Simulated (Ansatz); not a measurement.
`BCBC` + H₂O → `BCBO` + CH₄ at 600 K and 1 bar (formal hydrolysis of a B–C bond).

Calculated with Ansatz (gas phase, PBE0-D4/def2-TZVP geometries, no zero-point term in ΔE). CCSD(T)/CBS adds triple-zeta CCSD(T) − MP2 to the extrapolated MP2 energy (def2 sets, frozen cores). This one scheme is used for every species. One conformer a species, not always the lowest.

```tsv
species	CCSD(T)/CBS energy (Eh)	H − E (kJ/mol)	S (J/(mol·K))
`BCBC`	-130.49141	312.2	416.7
H₂O	-76.37941	76.8	212.8
`BCBO`	-166.46129	250.5	385.5
CH₄	-40.46206	140.4	215.7
```

H − E and S are ideal-gas, rigid-rotor, harmonic terms from PBE0-D4/def2-TZVP, for one conformer and one mirror image of each species. 1 Eh = 2625.50 kJ/mol, R = 8.31446 J/(mol·K).

Task: By hand: ΔE, ΔH, ΔS and ΔG.

Result: ΔE = (-166.46129) + (-40.46206) − (-130.49141) − (-76.37941) = -0.05253 Eh = -137.9 kJ/mol. Δ(H − E) = 250.5 + 140.4 − 312.2 − 76.8 = 1.9, so ΔH = -136.0 kJ/mol. ΔS = 385.5 + 215.7 − 416.7 − 212.8 = -28.3 J/(mol·K). ΔG = -136.0 − 600 × (-28.3)/1000 = -119.0 kJ/mol.

Task: By hand: the equilibrium constant, and the temperature at which ΔG would vanish if ΔH and ΔS stayed fixed.

Result: log₁₀ K = −ΔG/(RT ln 10) = 10.4. ΔG = 0 at ΔH/ΔS = 4806 K, far beyond where these terms or the molecules hold.

ΔH outweighs TΔS. A doubt of 5 kJ/mol in ΔE shifts log₁₀ K by 0.4 here. Other conformers and mirror images would add mixing entropy, several J/(mol·K) or more a flexible species. These are equilibria of isolated gas molecules and say nothing of rates. Largest T1 diagnostic: 0.013 (customary marks: 0.02 for closed shells, 0.045 for open ones).
